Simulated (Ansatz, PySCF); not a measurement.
Re(OH)3 (H₃O₃Re), SMILES [OH][Re]([OH])[OH] (connectivity only; charge and spin as stated), neutral, multiplicity 3. Atoms are numbered in the order given.

```xyz
7

Re     0.0279     0.0668     0.0000
O      0.1018    -0.8544    -1.6249
H     -0.7530    -1.0916    -2.0255
O      0.1018    -0.8544     1.6249
H     -0.7530    -1.0916     2.0255
O     -0.1292     1.9299     0.0000
H      0.7087     2.4258     0.0000
```
Charge 0, spin multiplicity 3.

Geometry optimised at B3LYP-D3(BJ)/def2-SVP. The spin state was assumed, not searched. The def2 effective core potentials stand for the cores of Re; spin–orbit coupling is left out. The values are those of a single conformer.

Two levels are set side by side: PBE-D3(BJ)/def2-SVP (Ansatz, an electronic-structure program) and B3LYP-D3(BJ)/def2-SVP (Ansatz). Each level has its own optimised geometry; the coordinates shown are those of the second. Frequencies come from the Hessian of PySCF at each geometry. Differences are taken from unrounded values.

```csv
quantity,B3LYP-D3(BJ)
mean bond length (Å),1.421
bond Re1–O2 (Å),1.869
bond Re1–O4 (Å),1.869
bond Re1–O6 (Å),1.870
bond O2–H3 (Å),0.973
bond O4–H5 (Å),0.973
bond O6–H7 (Å),0.974
highest harmonic wavenumber (cm⁻¹),3724
mean harmonic wavenumber (cm⁻¹),1161
zero-point energy (kcal/mol),24.89
```

Problem. What does PBE-D3(BJ) give, and how far is it from B3LYP-D3(BJ)? (Estimate from the structure and the level; the computed values follow.)

Solution. 
| quantity | PBE-D3(BJ) | PBE-D3(BJ) minus B3LYP-D3(BJ) |
|---|---|---|
| mean bond length (Å) | 1.428 | 0.007 |
| bond Re1–O2 (Å) | 1.872 | 0.003 |
| bond Re1–O4 (Å) | 1.872 | 0.003 |
| bond Re1–O6 (Å) | 1.872 | 0.003 |
| bond O2–H3 (Å) | 0.984 | 0.011 |
| bond O4–H5 (Å) | 0.984 | 0.011 |
| bond O6–H7 (Å) | 0.985 | 0.011 |
| highest harmonic wavenumber (cm⁻¹) | 3571 | -153 |
| mean harmonic wavenumber (cm⁻¹) | 1117 | -44 |
| zero-point energy (kcal/mol) | 23.95 | -0.94 |

GGA bonds tend to be longer and softer than those of functionals with exact exchange. Differences between two approximate levels are no errors against the true value.
